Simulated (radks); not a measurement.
The numbers below are computed, except where a source is named.
Radial electron density D(r) = 4 pi r^2 rho(r) of an atom or ion with 41 electrons. Code: a radial shooting solver on a logarithmic mesh with Libxc functionals. Model: scalar-relativistic Kohn-Sham, PBE, spin-unpolarised, spherical densities, point nucleus.

r (bohr),D(r) (e/bohr)
0.002461,5.113
0.003179,7.772
0.00414,11.74
0.00539,17.26
0.007019,24.55
0.00914,33.42
0.0119,43.02
0.0155,51.57
0.02002,56.63
0.02607,56.74
0.03394,52.57
0.0442,49.03
0.05755,52.51
0.07494,63.50
0.09758,71.80
0.126,66.24
0.1641,51.58
0.2137,47.25
0.2783,55.28
0.3624,52.39
0.4718,31.94
0.6144,16.26
0.7936,14.76
1.033,14.33
1.346,8.740
1.752,3.282
2.282,0.7882
2.971,0.1137
3.869,0.007766

What is the nuclear charge?

Answer. Z = 45. The innermost maximum, from 1s, lies near gamma/Z bohr with gamma = sqrt(1 - (Z/c)^2) = 0.945, here 0.021 bohr (found: 0.0229), and its height grows with Z. The density is that of the rhodium ion Rh4+ in [Kr] 4d5; the configuration itself is not fixed sharply by these data, and Z only to a few units. D(r) has 4 maxima, at r = 0.0229, 0.101, 0.309, 0.902 bohr, and minima at 0.0456, 0.199, 0.715 bohr, inside which lie 2.02, 11.08, 29.11 electrons.
